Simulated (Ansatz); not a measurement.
Molecule (SMILES): [SeH2] (H2Se).
Geometry (B3LYP-D3(BJ)/def2-TZVP, fixed):
```xyz
3

Se    -0.0012     0.0571     0.0009
H     -1.0300    -0.9935    -0.0128
H      1.0722    -0.9476    -0.0191
```

How fast the dipole moment converges with the basis for several methods (Ansatz, a first-principles code): deviation from each method's own reference, in D. References: CCSD(T) 0.692 D, the value in aug-pcseg-3; HF 0.780 D, the value in aug-pcseg-3; MP2 0.703 D, the value in aug-pcseg-3; PBE 0.656 D, the value in aug-pcseg-3; PBE0 0.715 D, the value in aug-pcseg-3. Cartesian d functions, on some or all atoms, in 3-21G; all else is spherical. In correlated methods cores are frozen (with 3d on Ga to Br). No added dispersion term, no relativity. The reference of a correlated method is not its basis-set limit, which lies further on.

```csv
basis,functions,CCSD(T),HF,MP2,PBE,PBE0
STO-3G,20,0.650,(withheld),0.673,0.801,0.801
3-21G,27,0.406,(withheld),0.410,0.588,0.558
def2-SV(P),36,0.326,(withheld),0.372,0.237,0.236
aug-cc-pVDZ,54,-0.008,(withheld),0.026,0.037,0.037
def2-TZVPP,76,0.045,(withheld),0.061,0.069,0.061
def2-TZVPPD,91,-0.018,(withheld),-0.006,0.008,0.009
pcseg-3,134,0.026,(withheld),0.027,0.033,0.026
aug-cc-pVQZ,185,0.005,(withheld),0.005,-0.001,0.000
```

Question: Fill in the missing entries.

Answer: 
- STO-3G, HF: 0.672
- 3-21G, HF: 0.371
- def2-SV(P), HF: 0.164
- aug-cc-pVDZ, HF: 0.042
- def2-TZVPP, HF: 0.039
- def2-TZVPPD, HF: 0.013
- pcseg-3, HF: 0.014
- aug-cc-pVQZ, HF: 0.005

Mean absolute deviation over def2-TZVPP, def2-TZVPPD: HF 0.026, CCSD(T) 0.031, MP2 0.033, PBE0 0.035, PBE 0.038 D.
